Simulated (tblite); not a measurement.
CH9ClSi3.
Numbering: `[CH3:1][SiH2:2][Si@H:3]([SiH3:4])[Cl:5]` (hydrogens: H6, H7, H8 on C1; H9, H10 on Si2; H11 on Si3; H12, H13, H14 on Si4)

Computed with GFN2-xTB (tblite), gas phase: L-BFGS steps from a force-field or distance-geometry start until the largest atomic force falls under 0.01 eV/Å.

Step 15: E = -448.6037 eV
```
atom  x, y, z in Å  |  force x, y, z in eV/Å
C1     -2.0676   -0.7663   -0.0204   -0.021  -0.020  -0.034
Si2    -1.2160    0.4047    1.2073   -0.033   0.013   0.017
Si3     0.7067    1.1258    0.1165    0.027  -0.021  -0.042
Si4     2.3721   -0.4959    0.0165    0.046  -0.059   0.004
Cl5     1.4272    2.8347    0.9896    0.030   0.034   0.059
H6     -3.0235   -1.1291    0.3422   -0.007   0.019   0.039
H7     -2.2441   -0.2685   -0.9691   -0.038  -0.001  -0.025
H8     -1.4479   -1.6350   -0.2230    0.020  -0.006   0.011
H9     -2.1658    1.4466    1.6165   -0.050   0.015  -0.011
H10    -0.9211   -0.3585    2.4297    0.014   0.000   0.012
H11     0.3759    1.6081   -1.2400    0.011  -0.031   0.012
H12     1.7721   -1.7768    0.4167    0.020   0.018  -0.010
H13     2.9131   -0.7104   -1.3288    0.014   0.019   0.005
H14     3.5184   -0.2799    0.9042   -0.033   0.020  -0.036
```

Step 16: E = -448.6044 eV
```
atom  x, y, z in Å  |  force x, y, z in eV/Å
C1     -2.0694   -0.7653   -0.0210   -0.006  -0.011  -0.019
Si2    -1.2158    0.4069    1.2065   -0.070  -0.013   0.005
Si3     0.7073    1.1235    0.1168    0.037   0.024  -0.023
Si4     2.3721   -0.4960    0.0150    0.057  -0.077  -0.002
Cl5     1.4283    2.8345    0.9915    0.022   0.009   0.047
H6     -3.0245   -1.1284    0.3439    0.005   0.017   0.036
H7     -2.2484   -0.2705   -0.9712   -0.028  -0.004  -0.011
H8     -1.4466   -1.6328   -0.2206    0.004  -0.005   0.003
H9     -2.1703    1.4434    1.6170   -0.048   0.030  -0.011
H10    -0.9223   -0.3559    2.4293    0.018  -0.005   0.013
H11     0.3788    1.6075   -1.2383    0.005  -0.025  -0.007
H12     1.7743   -1.7774    0.4167    0.017   0.016  -0.013
H13     2.9175   -0.7103   -1.3285    0.006   0.018   0.000
H14     3.5183   -0.2796    0.9009   -0.018   0.025  -0.018
```

Step 17: E = -448.6052 eV
```
atom  x, y, z in Å  |  force x, y, z in eV/Å
C1     -2.0713   -0.7644   -0.0218    0.005   0.000  -0.001
Si2    -1.2169    0.4092    1.2058   -0.082  -0.027  -0.010
Si3     0.7088    1.1215    0.1166    0.037   0.051   0.011
Si4     2.3732   -0.4975    0.0134    0.046  -0.062  -0.012
Cl5     1.4299    2.8344    0.9945    0.012  -0.019   0.033
H6     -3.0255   -1.1275    0.3462    0.015   0.011   0.031
H7     -2.2535   -0.2729   -0.9735   -0.015  -0.007   0.004
H8     -1.4453   -1.6307   -0.2181   -0.013  -0.004  -0.006
H9     -2.1762    1.4407    1.6173   -0.042   0.038  -0.013
H10    -0.9232   -0.3533    2.4292    0.018  -0.005   0.008
H11     0.3819    1.6065   -1.2369   -0.001  -0.016  -0.028
H12     1.7769   -1.7779    0.4164    0.010  -0.002  -0.012
H13     2.9222   -0.7098   -1.3283    0.002   0.013  -0.014
H14     3.5181   -0.2787    0.8972    0.009   0.029   0.009
```

Step 18: E = -448.6059 eV
```
atom  x, y, z in Å  |  force x, y, z in eV/Å
C1     -2.0728   -0.7636   -0.0226    0.007   0.006   0.012
Si2    -1.2191    0.4111    1.2053   -0.065  -0.023  -0.020
Si3     0.7111    1.1205    0.1167    0.022   0.049   0.040
Si4     2.3750   -0.5001    0.0117    0.022  -0.022  -0.017
Cl5     1.4317    2.8340    0.9981    0.006  -0.038   0.020
H6     -3.0260   -1.1262    0.3486    0.017   0.000   0.027
H7     -2.2588   -0.2754   -0.9754   -0.002  -0.006   0.014
H8     -1.4445   -1.6290   -0.2161   -0.025  -0.005  -0.013
H9     -2.1824    1.4392    1.6172   -0.032   0.037  -0.015
H10    -0.9235   -0.3512    2.4293    0.013   0.000  -0.003
H11     0.3847    1.6050   -1.2361   -0.002  -0.007  -0.040
H12     1.7794   -1.7785    0.4159    0.001  -0.027  -0.009
H13     2.9265   -0.7090   -1.3286    0.003   0.005  -0.030
H14     3.5180   -0.2772    0.8940    0.037   0.030   0.033
```

Task: Estimate the geometry and energy of step 19. (The exact step hangs on the optimiser's Hessian estimate; all steps are aligned on step 18, rigid shifts and turns removed.)

Result: E = -448.6065 eV, largest force 0.070 eV/Å
```
atom  x, y, z in Å  |  force x, y, z in eV/Å
C1     -2.0738   -0.7630   -0.0230    0.001   0.004   0.015
Si2    -1.2218    0.4125    1.2047   -0.030  -0.004  -0.020
Si3     0.7135    1.1207    0.1175   -0.004   0.026   0.048
Si4     2.3770   -0.5028    0.0100    0.001   0.021  -0.012
Cl5     1.4334    2.8330    1.0019    0.006  -0.042   0.014
H6     -3.0259   -1.1250    0.3511    0.012  -0.012   0.027
H7     -2.2634   -0.2779   -0.9767    0.008   0.000   0.017
H8     -1.4445   -1.6278   -0.2149   -0.029  -0.008  -0.017
H9     -2.1881    1.4390    1.6164   -0.020   0.029  -0.018
H10    -0.9233   -0.3498    2.4293    0.004   0.007  -0.016
H11     0.3867    1.6030   -1.2363    0.001  -0.002  -0.034
H12     1.7813   -1.7796    0.4154   -0.002  -0.043  -0.007
H13     2.9298   -0.7079   -1.3295    0.004  -0.002  -0.040
H14     3.5183   -0.2750    0.8920    0.049   0.026   0.043
```

The energy changes by -0.0006 eV. The first-order estimate −F·Δx gives -0.0008 eV and the mean of the old and new forces, exact on a quadratic surface, -0.0006 eV. The step makes an angle of 65° with the force vector and moves no atom by more than 0.006 Å.

What follows is the cost of the whole relaxation. Hardware: Arm Neoverse N1, one thread, no GPU, shared host. Cost: 0.67 s.
